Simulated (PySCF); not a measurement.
PySCF input (PW6B95/def2-TZVPD):

```python
from pyscf import gto, scf, dft

mol = gto.M(
    atom='''
    C     0.00000000    0.00000000    0.00000000
    H     0.53559480    0.93585773    0.03753667
    H    -1.07886998   -0.00405594   -0.01111717
    H     0.54327518   -0.93180178   -0.02641950
    ''',
    basis='def2-tzvpd',
    charge=0,
    spin=1,
    verbose=4,
)

mf = dft.UKS(mol, xc='pw6b95').density_fit(auxbasis='def2-universal-jkfit')
mf.grids.level = 3
mf.conv_tol = 1e-9
mf.max_cycle = 100
mf.max_memory = 1500
mf.kernel()
if not mf.converged:
    mf = mf.newton()
    mf.kernel(mf.make_rdm1())
for _ in range(2):
    mo, _, stable, _ = mf.stability(return_status=True)
    if stable:
        break
    mf.kernel(mf.make_rdm1(mo, mf.mo_occ))
mf.analyze()
```

Output:

```
PySCF version 2.14.0

[INPUT] verbose = 4
[INPUT] num. atoms = 4
[INPUT] num. electrons = 9
[INPUT] charge = 0
[INPUT] spin (= nelec alpha-beta = 2S) = 1
[INPUT] symmetry False subgroup None
[INPUT] Mole.unit = angstrom
[INPUT] Symbol           X                Y                Z      unit          X                Y                Z       unit  Magmom
[INPUT]  1 C      0.000000000000   0.000000000000   0.000000000000 AA    0.000000000000   0.000000000000   0.000000000000 Bohr   0.0
[INPUT]  2 H      0.535594800000   0.935857730000   0.037536670000 AA    1.012127485741   1.768514801257   0.070934025928 Bohr   0.0
[INPUT]  3 H     -1.078869980000  -0.004055940000  -0.011117170000 AA   -2.038768786215  -0.007664615778  -0.021008406580 Bohr   0.0
[INPUT]  4 H      0.543275180000  -0.931801780000  -0.026419500000 AA    1.026641300474  -1.760850166582  -0.049925619348 Bohr   0.0

nuclear repulsion = 9.67783302286508
number of shells = 28
number of NR pGTOs = 85
number of NR cGTOs = 64
basis = def2-tzvpd
ecp = {}

******** <class 'pyscf.df.df_jk.DFUKS'> ********
method = DFUKS
initial guess = minao
damping factor = 0
level_shift factor = 0
DIIS = <class 'pyscf.scf.diis.CDIIS'>
diis_start_cycle = 1
diis_space = 8
diis_damp = 0
SCF conv_tol = 1e-09
SCF conv_tol_grad = None
SCF max_cycles = 100
direct_scf = False
number electrons alpha = 5  beta = 4
XC library pyscf.dft.libxc version 7.1.2
    S. Lehtola, C. Steigemann, M. J. T. Oliveira, and M. A. L. Marques,  SoftwareX 7, 1–5 (2018)
XC functionals = pw6b95
    Y. Zhao and D. G. Truhlar,  J. Phys. Chem. A 109, 5656 (2005)
radial grids:
    Treutler-Ahlrichs [JCP 102, 346 (1995); DOI:10.1063/1.469408] (M4) radial grids

becke partition: Becke, JCP 88, 2547 (1988); DOI:10.1063/1.454033
pruning grids: <function nwchem_prune>
grids dens level: 3
symmetrized grids: False
atomic radii adjust function: <function treutler_atomic_radii_adjust>
small_rho_cutoff = 0
Set gradient conv threshold to 3.16228e-05
tot grids = 43544
******** <class 'pyscf.df.df.DF'> ********
auxbasis = def2-universal-jkfit
init E= -39.7195578299955
  alpha nocc = 5  HOMO = -0.203226679614104  LUMO = 0.00172616798396419
  beta  nocc = 4  HOMO = -0.459786007383785  LUMO = -0.203226679614108

WARN: HOMO -0.203226679614104 >= LUMO -0.203226679614108

cycle= 1 E= -39.8925738747913  delta_E= -0.173  |g|= 0.112  |ddm|= 0.785
[...]
  beta  nocc = 4  HOMO = -0.427715927259095  LUMO = -0.0689466994590191
  HOMO = -0.248138278268  LUMO = -0.068946699459  gap/eV = 4.87605
Extra cycle  E= -39.8998377193932  delta_E= -7.3e-12  |g|= 1.29e-06  |ddm|= 5e-06
converged SCF energy = -39.8998377193932  <S^2> = 0.75345612  2S+1 = 2.0034531
uhf_internal: lowest eigs of H = [0.40770365 0.48392166 0.48399349]
<class 'pyscf.df.df_jk.DFUKS'> wavefunction is stable in the internal stability analysis
**** SCF Summaries ****
Total Energy =                         -39.899837719393211
Nuclear Repulsion Energy =               9.677833022865082
One-electron Energy =                  -71.689126238276941
Two-electron Energy =                   22.111455496018646
Two-electron Coulomb Energy =           28.661675211119704
DFT Exchange-Correlation Energy =       -6.550219715101058
HOMO-LUMO gap [eV] =                     4.876051222498381
**** MO energy ****
                             alpha | beta                alpha | beta
MO #1   energy= -10.3027349783279  | -10.2897810489599  occ= 1 | 1
MO #2   energy= -0.711280945335098 | -0.66993678406325  occ= 1 | 1
MO #3   energy= -0.439645896238897 | -0.427717253316784 occ= 1 | 1
MO #4   energy= -0.439644522861935 | -0.427715927259095 occ= 1 | 1
MO #5   energy= -0.248138278267778 | -0.0689466994590191 occ= 1 | 0
MO #6   energy= 0.0165222071289435 | 0.0222211591278274 occ= 0 | 0
MO #7   energy= 0.0955560382309063 | 0.097951596160535  occ= 0 | 0
MO #8   energy= 0.0955561771269176 | 0.0979519921106164 occ= 0 | 0
MO #9   energy= 0.133581889145202  | 0.133835788719025  occ= 0 | 0
MO #10  energy= 0.134033447577497  | 0.133837769401993  occ= 0 | 0
MO #11  energy= 0.13403555402535   | 0.146546692547167  occ= 0 | 0
MO #12  energy= 0.166981124862229  | 0.190510377770962  occ= 0 | 0
MO #13  energy= 0.186809638960913  | 0.190511308049603  occ= 0 | 0
MO #14  energy= 0.186810572542729  | 0.191936691559691  occ= 0 | 0
MO #15  energy= 0.245585806083863  | 0.253818379985724  occ= 0 | 0
MO #16  energy= 0.296432651199634  | 0.295787477826113  occ= 0 | 0
MO #17  energy= 0.301318348784131  | 0.308981452288241  occ= 0 | 0
MO #18  energy= 0.306121207372789  | 0.312743776777176  occ= 0 | 0
MO #19  energy= 0.306121489617427  | 0.312744095362848  occ= 0 | 0
MO #20  energy= 0.327162926282708  | 0.328191652481711  occ= 0 | 0
MO #21  energy= 0.327165355952203  | 0.328193723111861  occ= 0 | 0
MO #22  energy= 0.418378854747758  | 0.420320609381133  occ= 0 | 0
MO #23  energy= 0.419008973688765  | 0.420320682945635  occ= 0 | 0
MO #24  energy= 0.419009373567711  | 0.442737230553363  occ= 0 | 0
MO #25  energy= 0.442435697900754  | 0.452232423435377  occ= 0 | 0
MO #26  energy= 0.448472611884142  | 0.452233370386297  occ= 0 | 0
MO #27  energy= 0.448474242257597  | 0.459317115588352  occ= 0 | 0
MO #28  energy= 0.699936921250867  | 0.710619055475195  occ= 0 | 0
MO #29  energy= 0.723987121469564  | 0.729102274439638  occ= 0 | 0
MO #30  energy= 0.723987972529132  | 0.729103719894691  occ= 0 | 0
MO #31  energy= 0.799017699346151  | 0.834997259850085  occ= 0 | 0
MO #32  energy= 0.799018069270342  | 0.834997507992325  occ= 0 | 0
MO #33  energy= 0.943431490504294  | 0.951027006576467  occ= 0 | 0
MO #34  energy= 0.943433207816142  | 0.951028426880335  occ= 0 | 0
MO #35  energy= 1.0005942822405    | 1.03473487236221   occ= 0 | 0
MO #36  energy= 1.4422391784739    | 1.49718627516608   occ= 0 | 0
MO #37  energy= 1.57612468500141   | 1.57609856189228   occ= 0 | 0
MO #38  energy= 1.62524943183016   | 1.65079200994405   occ= 0 | 0
MO #39  energy= 1.76807313845986   | 1.78667708502826   occ= 0 | 0
MO #40  energy= 1.76807394428543   | 1.78668063027037   occ= 0 | 0
MO #41  energy= 1.87197185750843   | 1.90258997254656   occ= 0 | 0
MO #42  energy= 1.92025926809172   | 1.93647004637852   occ= 0 | 0
MO #43  energy= 1.92026004485533   | 1.93647086021929   occ= 0 | 0
MO #44  energy= 2.18579992358221   | 2.19379276921264   occ= 0 | 0
MO #45  energy= 2.18580051953779   | 2.19379317284605   occ= 0 | 0
MO #46  energy= 2.19291784834793   | 2.19715399411454   occ= 0 | 0
MO #47  energy= 2.46878765601712   | 2.48537254907939   occ= 0 | 0
MO #48  energy= 2.4687925093949    | 2.48538196734231   occ= 0 | 0
MO #49  energy= 2.60789693895153   | 2.61747086765133   occ= 0 | 0
MO #50  energy= 2.60789886721598   | 2.61747369233771   occ= 0 | 0
MO #51  energy= 2.65449400312498   | 2.69066141943084   occ= 0 | 0
MO #52  energy= 3.04409904748818   | 3.11022199994864   occ= 0 | 0
MO #53  energy= 3.04409917109261   | 3.11022316315103   occ= 0 | 0
MO #54  energy= 3.1309984863439    | 3.1850385012512    occ= 0 | 0
MO #55  energy= 3.14709852889709   | 3.18855170890872   occ= 0 | 0
MO #56  energy= 3.14709889472503   | 3.18855495504708   occ= 0 | 0
MO #57  energy= 3.26508948223644   | 3.29678374485067   occ= 0 | 0
MO #58  energy= 3.2650903989342    | 3.29678413190788   occ= 0 | 0
MO #59  energy= 3.53735143926835   | 3.57773651047408   occ= 0 | 0
MO #60  energy= 3.64857333084946   | 3.66271096266419   occ= 0 | 0
MO #61  energy= 4.1737951215855    | 4.19632049653399   occ= 0 | 0
MO #62  energy= 4.17379556257811   | 4.1963230900537    occ= 0 | 0
MO #63  energy= 4.62498095718967   | 4.64812696172178   occ= 0 | 0
MO #64  energy= 22.137271332643    | 22.1556862883837   occ= 0 | 0

To work with the spin densities directly, `use mulliken_meta_spin()` only printing them here.

 ** Mulliken spin pop alpha/beta on meta-lowdin orthogonal AOs **
 ** Mulliken Spin Density (per AO)  **
spin_pop of  0 C 1s       -0.00001
spin_pop of  0 C 2s        0.04147
spin_pop of  0 C 3s       -0.00028
spin_pop of  0 C 4s        0.00008
spin_pop of  0 C 5s       -0.00000
spin_pop of  0 C 6s        0.00001
spin_pop of  0 C 2px       0.02304
spin_pop of  0 C 2py       0.02407
spin_pop of  0 C 2pz       0.98077
spin_pop of  0 C 3px       0.00002
spin_pop of  0 C 3py       0.00003
spin_pop of  0 C 3pz       0.00699
spin_pop of  0 C 4px       0.00000
spin_pop of  0 C 4py       0.00000
spin_pop of  0 C 4pz       0.00039
spin_pop of  0 C 3dxy      0.00010
spin_pop of  0 C 3dyz     -0.00000
spin_pop of  0 C 3dz^2    -0.00130
spin_pop of  0 C 3dxz     -0.00000
spin_pop of  0 C 3dx2-y2    0.00010
spin_pop of  0 C 4dxy     -0.00004
spin_pop of  0 C 4dyz     -0.00000
spin_pop of  0 C 4dz^2    -0.00001
spin_pop of  0 C 4dxz     -0.00000
spin_pop of  0 C 4dx2-y2   -0.00004
spin_pop of  0 C 5dxy      0.00001
spin_pop of  0 C 5dyz      0.00000
spin_pop of  0 C 5dz^2    -0.00000
spin_pop of  0 C 5dxz      0.00000
spin_pop of  0 C 5dx2-y2    0.00001
spin_pop of  0 C 4f-3      0.00000
spin_pop of  0 C 4f-2     -0.00000
spin_pop of  0 C 4f-1     -0.00016
spin_pop of  0 C 4f+0      0.00012
spin_pop of  0 C 4f+1     -0.00016
[...]
```
